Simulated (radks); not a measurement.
Q: All-electron atom: Gd VIII in [Kr] 4d10 4f6 5s2 5p3. Calculated with a radial shooting solver on a logarithmic mesh with Libxc functionals: Dirac Kohn-Sham, PBEsol, spin-unpolarised, spherical densities, finite nucleus; open shells fill j = l - 1/2 first; Fermi nuclear charge, rms radius 5.1569 fm. Some entries of the table are withheld. Estimate them.

orbital  occ.  eigenvalue (eV)  <r^2> (bohr^2)
1s1/2       2        -50121.60       0.0006553
2s1/2       2        -8355.284         0.01022
2p1/2       2              (1)        0.007420
2p3/2       4              (2)        0.008654
3s1/2       2        -1929.284         0.06821
3p1/2       2        -1749.213         0.06352
3p3/2       4        -1606.567         0.07059
3d3/2       4        -1295.062         0.05635
3d5/2       6        -1263.970         0.05832
4s1/2       2        -466.5539          0.3439
4p1/2       2        -396.3401          0.3611
4p3/2       4        -364.3387          0.3991
4d3/2       4        -248.3755          0.4529
4d5/2       6        -242.5427          0.4673
5s1/2       2        -138.0125           1.725
5p1/2       2        -116.2369             (3)
5p3/2       1        -110.3457             (4)
4f5/2       6        -104.4959          0.7147
4f7/2       0        -103.6309          0.7267

A: 
(1) 2p1/2 eigenvalue (eV): -7940.362
(2) 2p3/2 eigenvalue (eV): -7244.930
(3) 5p1/2 <r^2> (bohr^2): 2.003
(4) 5p3/2 <r^2> (bohr^2): 2.186
